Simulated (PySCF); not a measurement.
# A survey of ²⁹Si NMR shifts

- shieldings: GIAO PBE0/pcSseg-1
- geometry: GFN2-xTB
- program: PySCF 2.14.0 with density-fitted response routines
- relativity neglected, no solvent, one conformer, averaged over atoms made equivalent by symmetry, fast rotation or ring inversion

Shieldings were converted by a linear fit to measured shifts: ²⁹Si (scatter 8.9 ppm rms, 25.8 ppm with the 6 outliers that the fit left out vs TMS, solution or neat liquid). Occasional misses reach two or three times the rms, and more in compound classes unlike the fitted ones.

Give the ²⁹Si shifts of `C=CO/C=C\[C@H](C)[SiH2]C`, `C=CC1=C[SiH2]C/C(=C/Cl)[SiH2]1`, `C=CC1=C[SiH2]C/C(=C/Cl)[SiH2]1`, `C#C[C@@H](C)[SiH2][SiH2]P`, `C#C[SiH2]/C=C/[Si@H](Cl)CC=C`, `C#C[SiH2]/C=C/[Si@H](Cl)CC=C`, `C=C(C)C#C[C@@H]1[SiH2][C@H]1[SiH2]Cl`, `C=CCC#C[C@@H]1[SiH2][C@@H]1[SiH2]Cl`, `C#CC(=O)O[SiH2]C`, `Cl[SiH2][C@@H]1[SiH2][C@H]1C#CC1CC1`, `CC(C)C[SiH2][SiH2][SiH2]F`, `CC(C)C[SiH2][SiH2][SiH2]F`.

## Answers


```csv
compound,environment,δ (ppm)
C=CO/C=C\[C@H](C)[SiH2]C,"silicon bonded to 2 C, 2 H",-36.0
[CH2:1]=[CH:2][C:3]1=[CH:4][SiH2:5][CH2:6]/[C:7](=[CH:8]/[Cl:9])[SiH2:10]1,"Si5: silicon bonded to 2 C, 2 H, in a 6-membered ring",-50.1
[CH2:1]=[CH:2][C:3]1=[CH:4][SiH2:5][CH2:6]/[C:7](=[CH:8]/[Cl:9])[SiH2:10]1,"Si10: silicon bonded to 2 C, 2 H, in a 6-membered ring",-65.9
[CH2:1]=[CH:2][C:3]1=[CH:4][SiH2:5][CH2:6]/[C:7](=[CH:8]/[Cl:9])[SiH2:10]1,"Si5: silicon bonded to 2 C, 2 H, in a 6-membered ring",-50.0
[CH2:1]=[CH:2][C:3]1=[CH:4][SiH2:5][CH2:6]/[C:7](=[CH:8]/[Cl:9])[SiH2:10]1,"Si10: silicon bonded to 2 C, 2 H, in a 6-membered ring",-65.9
[CH:1]#[C:2][C@@H:3]([CH3:4])[SiH2:5][SiH2:6][PH2:7],"Si5: silicon bonded to C, Si, 2 H",-49.7
[CH:1]#[C:2][C@@H:3]([CH3:4])[SiH2:5][SiH2:6][PH2:7],"Si6: silicon bonded to P, Si, 2 H",-84.8
[CH:1]#[C:2][SiH2:3]/[CH:4]=[CH:5]/[Si@H:6]([Cl:7])[CH2:8][CH:9]=[CH2:10],"Si6: silicon bonded to 2 C, Cl, H",-4.8
[CH:1]#[C:2][SiH2:3]/[CH:4]=[CH:5]/[Si@H:6]([Cl:7])[CH2:8][CH:9]=[CH2:10],"Si3: silicon bonded to 2 C, 2 H",-64.1
[CH:1]#[C:2][SiH2:3]/[CH:4]=[CH:5]/[Si@H:6]([Cl:7])[CH2:8][CH:9]=[CH2:10],"Si6: silicon bonded to 2 C, Cl, H",-4.8
[CH:1]#[C:2][SiH2:3]/[CH:4]=[CH:5]/[Si@H:6]([Cl:7])[CH2:8][CH:9]=[CH2:10],"Si3: silicon bonded to 2 C, 2 H",-64.1
[CH2:1]=[C:2]([CH3:3])[C:4]#[C:5][C@@H:6]1[SiH2:7][C@H:8]1[SiH2:9][Cl:10],"Si9: silicon bonded to C, Cl, 2 H",-20.8
[CH2:1]=[C:2]([CH3:3])[C:4]#[C:5][C@@H:6]1[SiH2:7][C@H:8]1[SiH2:9][Cl:10],"Si7: silicon bonded to 2 C, 2 H, in a 3-membered ring",-112.3
[CH2:1]=[CH:2][CH2:3][C:4]#[C:5][C@@H:6]1[SiH2:7][C@@H:8]1[SiH2:9][Cl:10],"Si9: silicon bonded to C, Cl, 2 H",-19.1
[CH2:1]=[CH:2][CH2:3][C:4]#[C:5][C@@H:6]1[SiH2:7][C@@H:8]1[SiH2:9][Cl:10],"Si7: silicon bonded to 2 C, 2 H, in a 3-membered ring",-116.3
C#CC(=O)O[SiH2]C,"silicon bonded to C, O, 2 H",-20.8
[Cl:1][SiH2:2][C@@H:3]1[SiH2:4][C@H:5]1[C:6]#[C:7][CH:8]1[CH2:9][CH2:10]1,"Si2: silicon bonded to C, Cl, 2 H",-20.2
[Cl:1][SiH2:2][C@@H:3]1[SiH2:4][C@H:5]1[C:6]#[C:7][CH:8]1[CH2:9][CH2:10]1,"Si4: silicon bonded to 2 C, 2 H, in a 3-membered ring",-115.2
[CH3:1][CH:2]([CH3:3])[CH2:4][SiH2:5][SiH2:6][SiH2:7][F:8],"Si7: silicon bonded to F, Si, 2 H",7.4
[CH3:1][CH:2]([CH3:3])[CH2:4][SiH2:5][SiH2:6][SiH2:7][F:8],"Si5: silicon bonded to C, Si, 2 H",-66.8
[CH3:1][CH:2]([CH3:3])[CH2:4][SiH2:5][SiH2:6][SiH2:7][F:8],"Si6: silicon bonded to 2 Si, 2 H",-116.2
[CH3:1][CH:2]([CH3:3])[CH2:4][SiH2:5][SiH2:6][SiH2:7][F:8],"Si7: silicon bonded to F, Si, 2 H",7.5
[CH3:1][CH:2]([CH3:3])[CH2:4][SiH2:5][SiH2:6][SiH2:7][F:8],"Si5: silicon bonded to C, Si, 2 H",-66.9
[CH3:1][CH:2]([CH3:3])[CH2:4][SiH2:5][SiH2:6][SiH2:7][F:8],"Si6: silicon bonded to 2 Si, 2 H",-116.1
```
